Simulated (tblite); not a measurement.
C8H14O2.
Cartesian coordinates in Å at the GFN2-xTB level; atoms count from 1:
```xyz
24
C8H14O2 angstrom
C      3.8754    0.2095    0.0478
C      2.5181    0.1338   -0.6048
O      2.3259   -0.0796   -1.7728
O      1.5518    0.3437    0.2907
C      0.1929    0.2882   -0.1705
C     -0.6551    1.1149    0.7899
C     -2.1251    1.0488    0.3870
C     -2.6071   -0.3980    0.3536
C     -1.7601   -1.2151   -0.6168
C     -0.2894   -1.1610   -0.2176
H      4.6465    0.0404   -0.6968
H      4.0052    1.1876    0.5035
H      3.9422   -0.5415    0.8307
H      0.1584    0.7150   -1.1817
H     -0.5239    0.7170    1.7981
H     -0.3046    2.1485    0.7876
H     -2.2488    1.4929   -0.6031
H     -2.7235    1.6286    1.0921
H     -3.6558   -0.4327    0.0532
H     -2.5297   -0.8293    1.3540
H     -1.8746   -0.8145   -1.6261
H     -2.0968   -2.2530   -0.6279
H      0.3196   -1.7170   -0.9325
H     -0.1532   -1.6076    0.7701
```

Computed values, GFN2-xTB/tblite, gas phase, harmonic and unscaled. The method is semi-empirical: single wavenumbers can be off by several per cent or more. One conformer, not necessarily the lowest. The optimisation stopped once no atom felt more than 0.01 eV/Å.

Lowest wavenumbers of the output (negative numbers stand for imaginary wavenumbers):
```
mode    cm-1
  1     -53.4
  2      44.8
  3      80.7
  4      96.9
  5     198.4
  6     224.0
  7     286.2
  8     332.8
  9     342.0
 10     431.8
 11     440.6
 12     468.6
 13     547.2
 14     586.9
 15     647.3
```

Is this structure a minimum?

Not by this Hessian. 1 mode is imaginary beyond 20i (53i cm⁻¹), so at this level the point lies at or near a first-order saddle. The curvature is small, so loose convergence or finite differences may be the whole cause.

Which atoms move in the imaginary mode?

53i: H12 (methyl hydrogen) 35 %, H13 (methyl hydrogen) 35 %, H11 (methyl hydrogen) 26 %. These are shares of the mass-weighted motion.

What is the remedy?

Step along that mode in both directions, optimise again with tighter thresholds and repeat the frequencies. The zero-point energy of this point (130.8 kcal/mol) counts the 65 real modes alone, and thermal corrections from it aren't those of a minimum.
